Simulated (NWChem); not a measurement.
System meant: SiH$_{2}$I, doublet; SMILES [SiH2]I

NWChem input:

```
start job
memory heap 200 mb stack 900 mb global 1100 mb
geometry units angstroms noautoz
  Si     0.084847     1.849800     0.000000
  I      0.010771    -0.591124     0.000000
  H     -0.598506     2.359100     1.229683
  H     -0.598506     2.359100    -1.229683
end
basis spherical
  Si library def2-svp
  I library def2-svp
  H library def2-svp
end
dft
  odft
  mult 2
  xc xpbe96 cpbe96
  iterations 150
  mulliken
end
task dft energy
```

End of the output:

```
             Grid Information
             ----------------
          Grid used for XC integration:  medium
          Radial quadrature: Mura-Knowles
          Angular quadrature: Lebedev.
          Tag              B.-S. Rad. Rad. Pts. Rad. Cut. Ang. Pts.
          ---              ---------- --------- --------- ---------
          Si                  1.10       88           9.0       590
          I                   1.40      123          10.0       590
          H                   0.35       45          10.0       434
          Grid pruning is: on
          Number of quadrature shells:   256
          Spatial weights used:  Erf1

          Convergence Information
          -----------------------
          Convergence aids based upon iterative change in
          total energy or number of iterations.
          Levelshifting, if invoked, occurs when the
          HOMO/LUMO gap drops below (HL_TOL):  1.00D-02
          DIIS, if invoked, will attempt to extrapolate
          using up to (NFOCK): 10 stored Fock matrices.

                    Damping( 0%)  Levelshifting(0.5)       DIIS
                  --------------- ------------------- ---------------
          dE  on:    start            ASAP                start
          dE off:    2 iters        150 iters           150 iters

      Screening Tolerance Information
      -------------------------------
          Density screening/tol_rho:  1.00D-10
          AO Gaussian exp screening on grid/accAOfunc:  14
          CD Gaussian exp screening on grid/accCDfunc:  20
          XC Gaussian exp screening on grid/accXCfunc:  20
          Schwarz screening/accCoul:  1.00D-08

      Superposition of Atomic Density Guess
      -------------------------------------

      charge =      53.0 I (Iodine)

      symmetry species            s     p     d     f
      number of basis functions =10     7     6
      number of cont. functions = 4     4     2
      number of closed shells   = 5     3     2
      number of open shells     = 0     1     0
      open shell occupation     = 0     5     0
 ------------------------------------------------------------------------
 atomscf:atomd: error in atom scf                   0
 ------------------------------------------------------------------------
 ------------------------------------------------------------------------
  current input line :
    21: task dft energy
 ------------------------------------------------------------------------
 ------------------------------------------------------------------------
 This error has not yet been assigned to a category
 ------------------------------------------------------------------------
 For more information see the NWChem manual at https://nwchemgit.github.io

0:atomscf:atomd: error in atom scf:Received an Error in Communication
```

Question: Can this run be used? If not, why, and what is the fix?

Answer: The run crashed. Cause: the def2 basis of a heavy element holds valence functions alone and wants its effective core potential (without it all electrons must fit into that basis). This input runs:
```
start job
memory heap 200 mb stack 900 mb global 1100 mb
geometry units angstroms noautoz
  Si     0.084847     1.849800     0.000000
  I      0.010771    -0.591124     0.000000
  H     -0.598506     2.359100     1.229683
  H     -0.598506     2.359100    -1.229683
end
basis spherical
  * library def2-svp
end
ecp
  I library def2-ecp
end
dft
  odft
  mult 2
  xc xpbe96 cpbe96
  iterations 150
  mulliken
end
task dft energy
```
It converges to -588.11619 Ha (PBE/def2-SVP with def2 effective core potentials on I, spin-unrestricted).
